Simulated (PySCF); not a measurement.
Running PySCF for Sb2

The script input.py:

```python
from pyscf import gto, scf, mp

mol = gto.M(
    atom='Sb 0 0 0; Sb 0 0 2.73',
    basis='sbkjc',
    ecp={'Sb': 'sbkjc'},
    charge=0,
    spin=0,
    verbose=4,
)
mf = scf.RHF(mol)
mf.kernel()
mp.MP2(mf).kernel()
mf.dip_moment()
print('orbital energies (hartree):', mf.mo_energy[..., max(0, mol.nelec[1]-3):mol.nelec[0]+3].round(4))
```

```bash
$ OMP_NUM_THREADS=1 python input.py
```

Output:

```
PySCF version 2.14.0

[INPUT] verbose = 4
[INPUT] num. atoms = 2
[INPUT] num. electrons = 10
[INPUT] charge = 0
[INPUT] spin (= nelec alpha-beta = 2S) = 0
[INPUT] symmetry False subgroup None
[INPUT] Mole.unit = angstrom
[INPUT] Symbol           X                Y                Z      unit          X                Y                Z       unit  Magmom
[INPUT]  1 Sb     0.000000000000   0.000000000000   0.000000000000 AA    0.000000000000   0.000000000000   0.000000000000 Bohr   0.0
[INPUT]  2 Sb     0.000000000000   0.000000000000   2.730000000000 AA    0.000000000000   0.000000000000   5.158952320063 Bohr   0.0

nuclear repulsion = 4.84594515494506
number of shells = 8
number of NR pGTOs = 40
number of NR cGTOs = 16
basis = sbkjc
ecp = {'Sb': 'sbkjc'}

******** <class 'pyscf.scf.hf.RHF'> ********
method = RHF
initial guess = minao
damping factor = 0
level_shift factor = 0
DIIS = <class 'pyscf.scf.diis.CDIIS'>
diis_start_cycle = 1
diis_space = 8
diis_damp = 0
SCF conv_tol = 1e-09
SCF conv_tol_grad = None
SCF max_cycles = 50
direct_scf = True
direct_scf_tol = 1e-13
Set gradient conv threshold to 3.16228e-05
Initial guess from minao.
init E= -9.95640836747375
  HOMO = -0.137223462601141  LUMO = -0.0409274121574737  gap/eV = 2.62035
cycle= 1 E= -10.5349051986215  delta_E= -0.578  |g|= 0.0538  |ddm|=  2.3
  HOMO = -0.294611050887336  LUMO = -0.0488516154333491  gap/eV = 6.68745
cycle= 2 E= -10.5374986947253  delta_E= -0.00259  |g|= 0.0118  |ddm|= 0.199
  HOMO = -0.287483868331566  LUMO = -0.0420055729727104  gap/eV = 6.67980
cycle= 3 E= -10.5376302950408  delta_E= -0.000132  |g|= 0.00206  |ddm|= 0.0461
  HOMO = -0.288301471743052  LUMO = -0.0426359585761045  gap/eV = 6.68490
cycle= 4 E= -10.5376352135051  delta_E= -4.92e-06  |g|= 0.000283  |ddm|= 0.00973
  HOMO = -0.288281595153417  LUMO = -0.0426234467927396  gap/eV = 6.68470
cycle= 5 E= -10.5376353036261  delta_E= -9.01e-08  |g|= 2.35e-05  |ddm|= 0.00147
  HOMO = -0.288279412311547  LUMO = -0.0426240710066511  gap/eV = 6.68462
cycle= 6 E= -10.5376353042558  delta_E= -6.3e-10  |g|= 8.79e-07  |ddm|= 0.000146
  HOMO = -0.288279349891726  LUMO = -0.0426239171326168  gap/eV = 6.68462
Extra cycle  E= -10.5376353042563  delta_E= -4.8e-13  |g|= 1.66e-07  |ddm|= 2.33e-06
converged SCF energy = -10.5376353042563

******** <class 'pyscf.mp.mp2.RMP2'> ********
nocc = 5, nmo = 16
E(RMP2) = -10.6691565779538  E_corr = -0.131521273697495
E(SCS-RMP2) = -10.6655960258178  E_corr = -0.127960721561423
E_corr(same-spin) = -0.0344593925487359
E_corr(oppo-spin) = -0.0970618811487593
Dipole moment(X, Y, Z, Debye):  0.00000, -0.00000, -0.00000
orbital energies (hartree): [-0.3339 -0.2883 -0.2883 -0.0426 -0.0426  0.0595]
```

In short: E(SCF) = -10.537635 Eh, 6 cycles, E(MP2) − E(SCF) = -0.13152 Eh, μz(SCF) = 0.00 D.

Run time: 1.1 s on 1 thread of Arm Neoverse N1 (shared host).

Stability towards an unrestricted solution was not tested. The bond length is a typed value, not an optimised one.
